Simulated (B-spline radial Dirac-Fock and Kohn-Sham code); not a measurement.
K-line shifts caused by a second vacancy in Er⁴⁺

System: the Er⁴⁺ ion, configuration 1s2 2s2 2p6 3s2 3p6 3d10 4s2 4p6 4d10 4f10 5s2 5p6.

Calculated with a radial B-spline solver, using Dirac-Fock (average of configuration) total-energy differences with a finite nucleus, the Breit interaction including its frequency dependence, and self-energy and vacuum-polarisation corrections. Each two-hole energy is an average over J within one jj subconfiguration, not an observable level; in light atoms, where LS coupling holds, the j-resolved values are not observed lines, and for a K spectator the Kα1 hypersatellite is nearly forbidden. The model has no electron correlation.

Lines without a spectator: Kα2 (K-L2) 48217.0 eV, Kα1 (K-L3) 49123.3 eV, Kβ3 (K-M2) 55470.7 eV, Kβ1 (K-M3) 55663.8 eV. Shifts in eV with one spectator hole (a dash: not computed, or left out as unreliable):

```
spectator hole     Kα2     Kα1      Kβ3      Kβ1
        K (1s)  +866.8  +921.1  +1118.7  +1131.1
    L2 (2p1/2)  +106.9  +141.2        –   +276.9
    L3 (2p3/2)   +86.9   +92.9   +218.8        –
    M2 (3p1/2)       –  +21.19    +42.7    +50.7
    M3 (3p3/2)  +12.61       –    +38.2    +38.3
    M4 (3d3/2)   +4.09   +0.69        –        –
    M5 (3d5/2)   -0.81   +2.67        –        –
```

Run: 54 s of CPU time on 1 thread of Intel(R) Xeon(R) Platinum 8375C CPU @ 2.90GHz (shared host), peak memory 0.56 GiB.
